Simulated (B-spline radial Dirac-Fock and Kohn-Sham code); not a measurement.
# Relativistic shifts of the levels of Ir⁶⁺

System: iridium as Ir⁶⁺ in the configuration 1s2 2s2 2p6 3s2 3p6 3d10 4s2 4p6 4d10 4f14 5s2 5p6 5d3.

Both columns are ΔSCF binding energies of the configuration average from a radial atomic solver: non-relativistic Hartree-Fock with a point nucleus, and Dirac-Fock with a finite nucleus and the Coulomb interaction alone, averaged over the two j levels with weights 2j+1.

| shell | Hartree-Fock (eV) | Dirac-Fock (eV) | shift (eV) | shift (%) |
| --- | --- | --- | --- | --- |
| 1s | 69843.1 | 76605.1 | +6761.94 | +9.68 |
| 2s | 11769.4 | 13575.1 | +1805.73 | +15.34 |
| 2p | 11283.5 | 11888.3 | +604.82 | +5.36 |
| 3s | 2838.8 | 3288.0 | +449.22 | +15.82 |
| 3p | 2611.3 | 2780.5 | +169.11 | +6.48 |
| 3d | 2191.6 | 2172.8 | -18.78 | -0.86 |
| 4s | 685.3 | 797.1 | +111.74 | +16.30 |
| 4p | 587.4 | 626.8 | +39.47 | +6.72 |
| 4d | 408.4 | 402.9 | -5.56 | -1.36 |
| 4f | 169.8 | 157.0 | -12.77 | -7.52 |
| 5s | 173.1 | 193.7 | +20.62 | +11.91 |
| 5p | 138.6 | 144.2 | +5.66 | +4.08 |
| 5d | 88.77 | 87.02 | -1.74 | -1.97 |

Relativity binds 1s, 2s, 2p, 3s, 3p, 4s, 4p, 5s, 5p more strongly, among those listed most of all 4s in relative terms, and 3d, 4d, 4f, 5d more weakly, because the contracted s and p shells screen the nucleus better.

Values without a named source are computed, but for edge energies of neutral atoms, which are taken from tables.
